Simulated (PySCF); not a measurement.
## Partial charges of `C=CC1=C(F)OC=CO1`

Species: C6H5FO2.
SMILES with atom numbers: `[CH2:1]=[CH:2][C:3]1=[C:4]([F:5])[O:6][CH:7]=[CH:8][O:9]1` (hydrogens: H10, H11 on C1; H12 on C2; H13 on C7; H14 on C8)

Structure used (GFN2-xTB), in Å, numbered top down from 1:
```xyz
14
C6H5FO2 angstrom
C     -2.2612   -0.8287    1.0204
C     -1.7456    0.0361    0.1517
C     -0.3291    0.1511   -0.1099
C      0.1994    1.0175   -0.9806
F     -0.5583    1.8594   -1.6882
O      1.5210    1.1847   -1.2804
C      2.3237    0.3139   -0.5454
C      1.8392   -0.5559    0.3229
O      0.5068   -0.7144    0.6117
H     -3.3209   -0.8883    1.1914
H     -1.6316   -1.4975    1.5806
H     -2.3680    0.7122   -0.4160
H      3.3661    0.4380   -0.7709
H      2.4578   -1.2286    0.8906
```

Density: PBE0/pcSseg-1 (PySCF); schemes: Mulliken, IAO, Hirshfeld and ESP-fitted. Isolated species at its GFN2-xTB geometry (one conformer only).

Problem. What partial charge does each atom carry?

Solution. In e:

| atom | environment | Mulliken | IAO | Hirshfeld | ESP-fitted |
| --- | --- | --- | --- | --- | --- |
| C1 | terminal =CH2 carbon | -0.114 | -0.318 | -0.103 | -0.264 |
| C2 | alkene CH carbon | -0.209 | -0.154 | -0.065 | -0.403 |
| C3 | vinylic carbon bearing oxygen | +0.027 | +0.083 | +0.017 | +0.195 |
| C4 | vinylic C–F carbon | +0.622 | +0.426 | +0.137 | +0.348 |
| F5 | vinyl fluorine | -0.246 | -0.241 | -0.058 | -0.174 |
| O6 | cyclic ether oxygen | -0.435 | -0.303 | -0.111 | -0.210 |
| C7 | vinylic carbon bearing oxygen | +0.090 | -0.035 | -0.007 | -0.100 |
| C8 | vinylic carbon bearing oxygen | +0.132 | +0.002 | +0.006 | -0.222 |
| O9 | cyclic ether oxygen | -0.466 | -0.315 | -0.096 | -0.105 |
| H10 | vinylic hydrogen | +0.120 | +0.158 | +0.050 | +0.166 |
| H11 | vinylic hydrogen | +0.128 | +0.161 | +0.041 | +0.133 |
| H12 | vinylic hydrogen | +0.114 | +0.166 | +0.049 | +0.228 |
| H13 | vinylic hydrogen | +0.124 | +0.186 | +0.070 | +0.196 |
| H14 | vinylic hydrogen | +0.115 | +0.185 | +0.071 | +0.213 |

Mean size of the charges over all atoms: ESP-fitted 0.211 e, Mulliken 0.210 e, IAO 0.195 e, Hirshfeld 0.063 e. Each set sums to the total charge, 0, to within 0.001 e. The Hirshfeld scheme divides the density at each point in proportion to the densities of the neutral, spherically averaged free atoms.

Lowest charge. The schemes don't all agree: Mulliken O9 (-0.466); IAO C1 (-0.318); Hirshfeld O6 (-0.111); ESP-fitted C2 (-0.403).

Highest charge. All schemes agree: Mulliken C4 (+0.622); IAO C4 (+0.426); Hirshfeld C4 (+0.137); ESP-fitted C4 (+0.348).

Problem. Sum the charges by element, for elements with more than one atom.

Solution. 
| element | atoms | Mulliken | IAO | Hirshfeld | ESP-fitted |
| --- | --- | --- | --- | --- | --- |
| C | 6 | +0.547 | +0.003 | -0.015 | -0.446 |
| O | 2 | -0.901 | -0.618 | -0.207 | -0.316 |
| H | 5 | +0.600 | +0.856 | +0.280 | +0.936 |

Problem. How closely do the schemes follow one another over all atoms?

Solution. Correlation coefficient and root-mean-square difference: IAO with Hirshfeld 0.99, 0.153 e; Mulliken with Hirshfeld 0.91, 0.204 e; Mulliken with IAO 0.91, 0.111 e; Hirshfeld with ESP-fitted 0.87, 0.167 e; IAO with ESP-fitted 0.86, 0.120 e; Mulliken with ESP-fitted 0.70, 0.196 e.
